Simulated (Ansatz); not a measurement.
Job for Ansatz (an electronic-structure program): R-BLYP/def2-TZVPP on GeHIO (SMILES [OH][Ge][I]), a point of a torsion scan. Elements past Kr take the def2 small-core potentials; no spin–orbit coupling.

Ansatz 0.2 input:
```yaml
crystal:
  periodic: [false, false, false]
  atoms:
    - {symbol: O, position_ang: [-1.02795670, 0.13799536, 0.27283592]}
    - {symbol: Ge, position_ang: [0.30872005, 1.09314709, -0.37054663]}
    - {symbol: I, position_ang: [1.15199863, 2.07838030, 1.85798300]}
    - {symbol: H, position_ang: [-1.45494483, -0.66918781, 0.00701418]}
basis:
  gaussian:
    orbitals: def2-TZVPP
hamiltonian:
  xc: {name: BLYP}
scf: {lower_state_search: off}
```

The head of its log:

```
WARN ansatz: RAYON_NUM_THREADS=1 ignored (pool sized by the plan → 1); use --threads N
Functional definition: BLYP
these checks for a lower state are left out or cut short: stability, starts, cluster_reference, orbital_swaps, neighbouring_geometries, increment
integrals: 0.06 GiB planned
935 factors; their error is unknown
mean field: 0.41 GiB planned
mean field evaluation 1: about -66676.8468 eV, gradient 7.4e1 eV
mean field evaluation 2: about -66541.3678 eV, gradient 2.1e2 eV
```

Q: What total energy does the run end on?

A: -2450.6379 hartree.
